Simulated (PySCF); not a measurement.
A geometry optimisation on `C[SiH2][AsH2]`.

Method: PBE0-D3(BJ)/def2-SVP geometry optimisation, gas phase (PySCF 2.14.0). Start geometry: GFN2-xTB. A driver script takes a list of jobs; this job's settings line and coordinates (Å) are shown.

Input:
```
{"job": {"xc": "PBE0", "basis": "def2-SVP", "d3": "d3bj", "grid": 1, "maxiter": 30, "shake": 0.01, "kind": "geom"}, "charge": 0, "multiplicity": 1}
C     -1.414950    -0.558430    -0.099610
Si     0.013780     0.690090    -0.083240
As     1.795820    -0.338930     0.982920
H     -2.269630    -0.123080    -0.616060
H     -1.740600    -0.799440     0.897440
H     -1.161240    -1.450020    -0.612000
H      0.289180     1.118310    -1.466820
H     -0.373150     1.906530     0.656410
H      2.133260    -1.166980    -0.194870
H      2.777970     0.701020     0.514780
```

Output:
```
step   0  E = -2566.85059410  max force = 0.031066
step   1  E = -2566.85461973  max force = 0.006975
step   2  E = -2566.85495848  max force = 0.001708
step   3  E = -2566.85497417  max force = 0.000251
step   4  E = -2566.85498212  max force = 0.000571
step   5  E = -2566.85498501  max force = 0.000578
step   6  E = -2566.85498731  max force = 0.000269
optimisation converged
```

Energies in Eh; «max force» is the largest Cartesian gradient component in Eh/bohr.

Task: How much energy does the optimisation release, in kJ/mol?

Result: E(step 0) − E(last step) = 0.004393 Eh, which is 11.5 kJ/mol.

In short: final energy -2566.85499 Eh after 6 steps; dipole 0.95 D.

Task: Give the final coordinates.

Result: 0.048 Å rms from the input after alignment:
```
atom  x, y, z in Å
C1    -1.4909   -0.4458   -0.0972
Si2   -0.0226    0.7302   -0.0863
As3    1.8020   -0.3325    0.9982
H4    -2.3630    0.0234   -0.5781
H5    -1.7718   -0.7228    0.9303
H6    -1.2497   -1.3676   -0.6485
H7     0.3232    1.1504   -1.4804
H8    -0.3450    1.9628    0.6992
H9     2.0905   -1.2076   -0.2188
H10    2.7927    0.7350    0.5457
```

Time: 12 s of wall time; peak memory 0.42 GiB. Hardware: one thread of an AMD EPYC 9R45 (shared host).
Labels such as C1 count atoms from 1, the log's own numbers from 0.
